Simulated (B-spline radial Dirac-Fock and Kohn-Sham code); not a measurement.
# Core and valence levels of Ag²⁶⁺

System: the Ag²⁶⁺ ion, configuration 1s2 2s2 2p6 3s2 3p6 3d3; nuclear rms radius 4.5454 fm (A = 107).

Method: relaxed Dirac-Fock hole states (ΔSCF) with Breit and QED corrections and a finite nucleus. Computed with a radial finite-basis atomic code. The model has no electron correlation. Energies are counted from the vacuum level.

All terms are in eV, carry their sign (relaxation lowers the binding energy) and add up to the binding energy; ⟨r⟩ is the mean radius of the orbital in the initial state.

| subshell | −ε (Koopmans) | relaxation | Breit | QED | binding energy | ⟨r⟩ (bohr) |
| --- | --- | --- | --- | --- | --- | --- |
| K | 26793.3 | -35.72 | -52.94 | -26.30 | 26678.3 | 0.031 |
| L1 | 4968.9 | -10.67 | -5.06 | -3.23 | 4949.9 | 0.133 |
| L2 | 4690.4 | -12.99 | -8.16 | 0.27 | 4669.5 | 0.113 |
| L3 | 4512.3 | -12.29 | -5.45 | -0.08 | 4494.5 | 0.118 |
| M1 | 1689.2 | -1.45 | -0.98 | -0.74 | 1686.0 | 0.342 |
| M2 | 1577.3 | -1.67 | -1.62 | 0.05 | 1574.0 | 0.330 |
| M3 | 1538.9 | -1.56 | -1.03 | -0.03 | 1536.3 | 0.339 |
| M4,5 | 1378.4 | -2.10 | -0.42 | 0.05 | 1376.0 | 0.303 |

For the deepest level, K (1s), the Breit terms make up -0.198 % of the binding energy, QED -0.099 % and orbital relaxation -0.134 %.

Going to the tabulated ground configuration of the next ion removes an electron from M4,5 (3d), computed at 1376.0 eV. NIST lists 1382 ± 4 eV as the ionisation energy of this species (theoretical), +6.04 eV from the computed value. Where a p, d or f shell is open in either ion the computed value averages over both j values and all terms, while the table refers to the lowest levels; that difference holds spin-orbit splitting (largest in heavy or highly charged ions), term energies where several electrons share open shells, and correlation, and it can reach 10 % or more.
